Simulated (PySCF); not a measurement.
Ionisation energy along the 12-electron series

Calculated with PySCF 2.14 and a two-component X2C-1e Hamiltonian (Gaussian nucleus, no Breit or QED terms), each ion in its own even-tempered basis scaled to its charge; GMP2 freezes 1s2 and drops the highest virtual spinors. Values in eV. NIST values: (m) measured, (s) semi-empirical, (t) theoretical.

```json
{"ion": "Xe⁴²⁺", "configuration": "[Ne] 3s2", "GHF (spin-free)": "3244.1", "GHF (screened spin-orbit)": "3244.0", "GMP2 (screened spin-orbit)": "3247.5", "NIST": "3243 ± 4 (t)"}
{"ion": "Ba⁴⁴⁺", "configuration": "[Ne] 3s2", "GHF (spin-free)": "3547.9", "GHF (screened spin-orbit)": "3547.8", "GMP2 (screened spin-orbit)": "3551.3", "NIST": "3546 ± 4 (t)"}
```

Q: Fill in the row of Cs⁴³⁺.

A: configuration: [Ne] 3s2; GHF (spin-free): 3394.2; GHF (screened spin-orbit): 3394.0; GMP2 (screened spin-orbit): 3397.6; NIST: 3392 ± 4 (t).
